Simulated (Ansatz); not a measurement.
C2H9N2 (SMILES NCC[NH3+]), charge +1, singlet, at a GFN2-xTB geometry; BLYP/def2-SV(P) run with Ansatz (an electronic-structure program).

Here is a job for Ansatz.
Ansatz 0.2 input:
```yaml
crystal:
  periodic: [false, false, false]
  atoms:
    - {symbol: N, position_ang: [1.80377605, 0.40669877, 0.41079244]}
    - {symbol: C, position_ang: [0.55525961, 0.53578980, -0.30341136]}
    - {symbol: C, position_ang: [-0.37188673, -0.57391230, 0.21204955]}
    - {symbol: N, position_ang: [-1.78540787, -0.35062301, -0.21229831]}
    - {symbol: H, position_ang: [2.34747377, -0.38485303, 0.08846894]}
    - {symbol: H, position_ang: [2.37583945, 1.23615333, 0.32453696]}
    - {symbol: H, position_ang: [0.12800891, 1.51067895, -0.04940094]}
    - {symbol: H, position_ang: [0.64176341, 0.47195667, -1.40161486]}
    - {symbol: H, position_ang: [-0.03979645, -1.54436968, -0.15816924]}
    - {symbol: H, position_ang: [-0.31610495, -0.58094099, 1.30137567]}
    - {symbol: H, position_ang: [-2.39829861, -1.09756326, 0.13845438]}
    - {symbol: H, position_ang: [-2.11999881, 0.55092376, 0.15401811]}
    - {symbol: H, position_ang: [-1.84770119, -0.32578111, -1.23895708]}
basis:
  gaussian:
    orbitals: def2-SV_P_.json
    final_grid: {core_spheres: 10, valence_spheres: 20, degree: 41}
hamiltonian:
  xc: blyp
total_charge: 1
```
The basis file holds def2-SV(P) in the JSON format of the Basis Set Exchange.

Predict the main parts of the log of this Ansatz run.


```
Functional definition: BLYP
1110 factors; their error is unknown
mean field evaluation 1: about -5163.4631 eV, gradient 1.0e2 eV
mean field evaluation 2: about -5080.0320 eV, gradient 1.7e2 eV
mean field evaluation 4: about -5186.1148 eV, gradient 1.3e1 eV
mean field evaluation 8: about -5186.5832 eV, gradient 3.3e-1 eV
mean field evaluation 16: about -5186.5179 eV, gradient 8.1e-4 eV
mean field -5186.51792332 eV, -190.6010181340 hartree, gradient 1.7e-5 eV, S^2 0.000000; 0 other end points of the search recorded, 0 dependent functions left out
reference -5186.51822625 eV, -190.6010292663 hartree; 17, 17 occupied and 57, 57 virtual orbitals, 1110 factors
Total energy: -5186.51822625 eV, -190.6010292663 hartree
```
